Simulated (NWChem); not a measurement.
Molecule: C4H6O; SMILES C#CCOC

```xyz
11

C      0.2819     2.5730     0.0000
C     -0.0889     1.4216     0.0000
C     -0.5687     0.0438     0.0000
O      0.4987    -0.8561     0.0000
C      0.0801    -2.1854     0.0000
H      0.6184     3.5935     0.0000
H     -1.2191    -0.1091     0.8883
H     -1.2191    -0.1091    -0.8883
H      0.9778    -2.8185     0.0000
H     -0.5247    -2.4326     0.8958
H     -0.5247    -2.4326    -0.8958
```
Atoms are numbered in this order, from 1.

Level: PBE0/def2-SVP (NWChem), optimised geometry, unscaled harmonic frequencies. 

Q: List the harmonic frequencies with IR intensities, and the thermochemistry.

A: 
| frequency (cm⁻¹) | IR intensity (km/mol) |
|---|---|
| 93 | 3.6 |
| 174 | 3.3 |
| 231 | 3.5 |
| 350 | 6.2 |
| 375 | 0.1 |
| 540 | 2.6 |
| 687 | 42.7 |
| 736 | 31.9 |
| 980 | 9.6 |
| 1017 | 2.9 |
| 1044 | 34.0 |
| 1180 | 2.8 |
| 1202 | 43.7 |
| 1250 | 177.8 |
| 1254 | 5.0 |
| 1403 | 72.9 |
| 1458 | 8.7 |
| 1460 | 0.5 |
| 1470 | 9.6 |
| 1497 | 4.7 |
| 2259 | 1.3 |
| 2969 | 27.8 |
| 2987 | 70.6 |
| 3004 | 44.3 |
| 3051 | 52.0 |
| 3165 | 16.6 |
| 3490 | 68.5 |

```
Item                                                                               Result
-----------------------------------------------------------------------  ----------------
zero-point energy                                                           56.2 kcal/mol
thermal correction to the enthalpy at 298.15 K (with zero-point energy)     60.5 kcal/mol
heat capacity Cv                                                         19.8 cal/(mol K)
entropy at 298.15 K and 1 atm (symmetry number 1)                        75.4 cal/(mol K)
dipole moment                                                                      1.54 D
```

Rigid rotor and harmonic oscillator; modes under 100 cm⁻¹ make the entropy uncertain.
